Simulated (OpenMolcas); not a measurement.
## OpenMolcas run: Mg I

Input:

```
&GATEWAY
Coord
1

Mg 0.0 0.0 0.0
Basis=ANO-RCC
Group=XYZ
NoMove
AngMom=0.0 0.0 0.0
AMFI
&SEWARD
&RASSCF
FileOrb=start.orb
Symmetry=1
Spin=3
nActEl=2 0 0
Inactive=2 3
Ras2=1 3
CIRoot=3 3 1
SDav=3
CIMx=300
Iter=120 100
PrWF=0.3
OrbListing=Nothing
MaxOrb=0
Atom
>>> COPY $Project.JobIph JOBPRE
&RASSCF
FileOrb=start.orb
Symmetry=1
Spin=3
nActEl=2 0 2
Inactive=2 3
Ras2=1 3
Ras3=5 0
CIRoot=3 3 1
SDav=18
CIMx=300
Iter=120 100
PrWF=0.3
OrbListing=Nothing
MaxOrb=0
Thrs=2.0e-7 1.0e-1 5.0e-4
Atom
>>> COPY $Project.JobIph JOB001
&RASSCF
FileOrb=start.orb
Symmetry=1
Spin=1
nActEl=2 0 2
Inactive=2 3
Ras2=1 3
Ras3=5 0
CIRoot=1 1 1
SDav=27
CIMx=300
Iter=120 100
PrWF=0.3
OrbListing=Nothing
MaxOrb=0
Thrs=2.0e-7 1.0e-1 5.0e-4
Atom
>>> COPY $Project.JobIph JOB002
&RASSCF
FileOrb=start.orb
Symmetry=2
Spin=3
nActEl=2 0 2
Inactive=2 3
Ras2=1 3
Ras3=5 0
CIRoot=3 3 1
SDav=18
CIMx=300
Iter=120 100
PrWF=0.3
OrbListing=Nothing
MaxOrb=0
Thrs=2.0e-7 1.0e-1 5.0e-4
Atom
>>> COPY $Project.JobIph JOB003
&RASSCF
FileOrb=start.orb
Symmetry=2
Spin=1
nActEl=2 0 2
Inactive=2 3
Ras2=1 3
Ras3=5 0
CIRoot=3 3 1
SDav=18
CIMx=300
Iter=120 100
PrWF=0.3
OrbListing=Nothing
MaxOrb=0
Thrs=2.0e-7 1.0e-1 5.0e-4
Atom
>>> COPY $Project.JobIph JOB004
&RASSI
NrOfJobIphs=4 3 1 3 3
1 2 3
1
1 2 3
1 2 3
IphNames
JOB001
JOB002
JOB003
JOB004
EJob
SpinOrbit
DIPRint=1.0
SOCoupling=1000.0
Subsets=2
MEES
Property=10
'ANGMOM' 1 'ANGMOM' 2 'ANGMOM' 3 'MLTPL  1' 1 'MLTPL  1' 2 'MLTPL  1' 3
'AMFI' 1 'AMFI' 2 'AMFI' 3 'MLTPL  2' 6
SOProperty=3
'ANGMOM' 1 'ANGMOM' 2 'ANGMOM' 3
```

Launched by
```bash
OMP_NUM_THREADS=1 MOLCAS_MEM=2252 MOLCAS_PROJECT=a pymolcas a.inp > a.log  # once for each step of the input, in one work folder
```

A driver script runs the steps one by one and writes start.orb anew before each from the orbitals found so far.

Output, cut to the results:

```
--- SEWARD ---
Basis set label: MG.ANO-RCC.........

      Electronic valence basis set:
      ------------------
      Associated Effective Charge  12.000000 au
      Associated Actual Charge     12.000000 au
      Nuclear Model: Point charge

      Shell  nPrim  nBasis  Cartesian Spherical Contaminant
         s      17       9        X
         p      12       8        X
         d       6       6                 X
         f       2       2                 X
         g       2       2                 X
                  Relativistic Douglas-Kroll-Hess integrals:
                    - DKH order of Hamiltonian: 2
                    - DKH order of Properties : 0
                  Atomic mean-field integrals
--- RASSCF ---
Wave function specifications:
      -----------------------------

      Number of closed shell electrons          10
      Number of electrons in active shells       2
      Max number of holes in RAS1 space          0
      Max nr of electrons in RAS3 space          2
      Number of inactive orbitals                5
      Number of active orbitals                  9
      Number of secondary orbitals              81
      Spin quantum number                      1.0
      State symmetry                             1
Orbital specifications:
      -----------------------

      Symmetry species                           1   2
                                                ag  au
      Frozen orbitals                            0   0
      Inactive orbitals                          2   3
      Active orbitals                            6   3
      RAS1 orbitals                              0   0
      RAS2 orbitals                              1   3
      RAS3 orbitals                              5   0
      Secondary orbitals                        49  32
      Deleted orbitals                           0   0
      Number of basis functions                 57  38
      Number of CSFs                            18
      Number of root(s) required                 3
      Iter CI   SX   CI       RASSCF       Energy    max ROT     max BLB   max BLB  Level Ln srch  Step   QN
          iter iter root      energy       change     param      element    value   shift minimum  type update
 Nr of preliminary CI iterations:   1
 ###############################################################################
 ###############################################################################
 ###                                                                         ###
 ###                                                                         ###
 ###    WARNING: Problems in orbital optimization.                           ###
 ###                                                                         ###
 ###                                                                         ###
 ###############################################################################
 ###############################################################################
  Warning: In symmetry  1, orbital p=   3 has diagonal density matrix element D(p,p) close to zero. D(p,p)=  4.944151E-30
  Warning: In symmetry  1, orbital p=   4 has diagonal density matrix element D(p,p) close to zero. D(p,p)=  2.272831E-08
        ...
  Warning: In symmetry  1, orbital p=   6 has diagonal density matrix element D(p,p) close to zero. D(p,p)=  2.431933E-08
  Warning: In symmetry  1, orbital p=   7 has diagonal density matrix element D(p,p) close to zero. D(p,p)=  2.431933E-08
  Warning: In symmetry  1, orbital p=   8 has diagonal density matrix element D(p,p) close to zero. D(p,p)=  2.431933E-08
        4   1    3    0  -199.68915079   -1.49E-08  -2.51E-03    2   4 2 -1.95E-06   0.50   0.00    SX    NO
      Convergence after  4 iterations
        5   1    3    0  -199.68915081   -1.60E-08  -2.51E-03    2   4 2 -1.96E-06   0.50   0.00    SX    NO
      Natural orbitals and occupation numbers for root  1
      sym 1:  -0.000000  -0.000000   0.000000   0.000000   0.000000   0.000000
      sym 2:   1.000000   1.000000   0.000000
      Natural orbitals and occupation numbers for root  2
      sym 1:  -0.000000   0.000000  -0.000000   0.000000   0.000000   0.000000
      sym 2:   0.000000   1.000000   1.000000
      Natural orbitals and occupation numbers for root  3
      sym 1:   0.000000   0.000000   0.000000   0.000000  -0.000000   0.000000
      sym 2:   1.000000   0.000000   1.000000
::    RASSCF root number  1 Total energy:   -199.68915081
...
--- RASSI ---
SPIN-FREE ENERGIES:
  (Shifted by EMIN (a.u.) =       -199.9520955520)

 SF State       Relative EMIN(au)   Rel lowest level(eV)    D:o, cm**(-1)      L_eff

     4             0.0000000000        0.0000000000              0.0000         0.0
     5             0.0951536325        2.5892622467          20883.8084         1.0
     6             0.0951536325        2.5892622467          20883.8084         1.0
     7             0.0951536325        2.5892622467          20883.8084         1.0
     8             0.1651152494        4.4930148265          36238.6085         1.0
     9             0.1651152494        4.4930148265          36238.6085         1.0
    10             0.1651152494        4.4930148265          36238.6085         1.0
     2             0.2629447455        7.1550910315          57709.7011         1.0
     3             0.2629447455        7.1550910315          57709.7011         1.0
     1             0.2629447455        7.1550910315          57709.7011         1.0
     Dipole printing threshold changed to   1.00000000E+00

++ Dipole transition strengths (spin-free states):
   -----------------------------------------------
     for osc. strength at least  1.00000000E+00

  ( Max oscillator strength is only   0.60777623074858123      )
--
Eigenvalues of complex Hamiltonian:
   -----------------------------------
  (Shifted by EMIN (a.u.) =       -199.9520955520)

 SO State       Relative EMIN(au)   Rel lowest level(eV)    D:o, cm**(-1)     J-value

     1            -0.0000000184        0.0000000000              0.0000         0.0
     2             0.0950102403        2.5853608479          20852.3415        -0.0
     3             0.0950818661        2.5873098834          20868.0615         0.7
     4             0.0950818661        2.5873098834          20868.0615         0.9
     5             0.0950818661        2.5873098834          20868.0615         0.6
...
```

The J values that RASSI prints are effective ones from its own formula and need not be integers or half-integers; the table below assigns J from the states.

Levels above the lowest, from the spin-orbit matrix, grouped by J:

| Configuration | Term | J | E (cm⁻¹) | Measured (cm⁻¹) | g | Term weight % |
| --- | --- | --- | --- | --- | --- | --- |
| 3s² | ¹S | 0 | 0.0 | 0.0 |  | 100 |
| 3s 3p | ³P° | 0 | 20852 | 21850 |  | 100 |
| 3s 3p | ³P° | 1 | 20868 | 21870 | 1.501 | 100 |
| 3s 3p | ³P° | 2 | 20900 | 21911 | 1.501 | 100 |
| 3s 3p | ¹P° | 1 | 36239 | 35051 | 1.000 | 100 |

Against the 4 measured excited levels shown (NIST Handbook of Basic Atomic Spectroscopic Data) the mean absolute deviation is 1000 cm-1; the largest miss in energy is 3s 3p ¹P°₁: computed 36239, measured 35051 cm⁻¹ (+3.4 %), and the largest in proportion 3s 3p ³P°₂ (-4.6 %).

Without dynamic correlation excited terms often stand tens of per cent too high (terms of higher spin than the ground term too low), and those without a measured partner can miss by more than the paired ones. Active for correlation alone: 3d; no level in the range computed is led by a configuration that fills it, so any true level of that kind is missing. Measured partners are found by configuration, term and J. A level has none where our copy of the source lacks it or the pairing is in doubt (some pairs that miss far off the trend of their configuration count as doubtful), and it then counts in no deviation. Levels of configurations outside the active space are missing. The first state left out of the spin-orbit step lies near 62000 cm-1 above the lowest spin-free state of the reference (among the parities and spins computed), and the list stops at four fifths of that energy or lower.

The RASSCF and RASSI steps took 21 s on 1 thread of Intel(R) Xeon(R) 6975P-C (Granite Rapids), with other jobs on the host; the integral step is not counted.

The term weight is that of the spin-free term in the level, not the purity of its configuration. ° marks odd parity.
